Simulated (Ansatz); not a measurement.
**A small benchmark: atomisation enthalpy at 298 K**

6 molecules holding Si, Ge, B, Al, Ga, P or As; the atomisation enthalpy at 298 K in kJ/mol, computed less measured. Shapes, held fixed at every level: PBE0-D4/def2-TZVP. Thermal terms are harmonic and unscaled (PBE0-D4/def2-TZVP); the spin-orbit lowering of the free atoms is taken from their spectra. Programs: Ansatz 0.2.0. Measured values: CRC Handbook of Chemistry and Physics, NIST-JANAF tables.

Levels: A = HF/def2-TZVPP; B = CCSD(T)/def2-TZVPP; C = CCSD/def2-TZVPP.

```csv
molecule,from tabulated heats,A,B,C
AsF3 (arsenic trifluoride),1326,-537,-42,-83
BBr3 (boron tribromide),1110,-329,-32,-69
BCl2F (dichlorofluoroborane),1537,-374,-49,-84
B(OH)O (oxoborinic acid),1847,-582,-76,-116
B(OH)F2,2280,-586,-53,-90
GeF4 (tetrafluorogermane),1880,-590,-19,-64
```

Q: Sum up the errors.

A: 
| level | kind | mean error | mean absolute error | worst case |
| --- | --- | --- | --- | --- |
| HF/def2-TZVPP | Hartree–Fock | -499.7 | 499.7 | GeF4 |
| CCSD(T)/def2-TZVPP | coupled cluster or CI | -45.2 | 45.2 | B(OH)O |
| CCSD/def2-TZVPP | coupled cluster or CI | -84.3 | 84.3 | B(OH)O |

On this set CCSD(T)/def2-TZVPP has the smallest mean absolute error and HF/def2-TZVPP the largest. HF/def2-TZVPP is too low in 6 of 6; CCSD(T)/def2-TZVPP is too low in 6 of 6; CCSD/def2-TZVPP is too low in 6 of 6. The heats of GeF4 come from older tables and can be uncertain by 10 kJ/mol or more. The molecules' own spin-orbit binding is left out, so errors for heavy halides read too negative. Heats of the atoms come from ATcT where it has them, that of boron, 570 kJ/mol, from recent work. With so many references in doubt the order of the levels isn't settled. The tabulated values of AsF3, BBr3, BCl2F, B(OH)O, B(OH)F2 are in doubt (older tables, estimates, or at odds with other calculations) and kept here. For HF/def2-TZVPP the error tends to grow with the atomisation enthalpy. Hartree–Fock lacks correlation and underbinds. Correlated wave functions converge slowly with the basis. CCSD also lacks the triples, which bind further. Relativity is left out for As, Br, Ge. Outer-core shells of As, Br, Ge are correlated, in sets that cover them unevenly. The set is small.
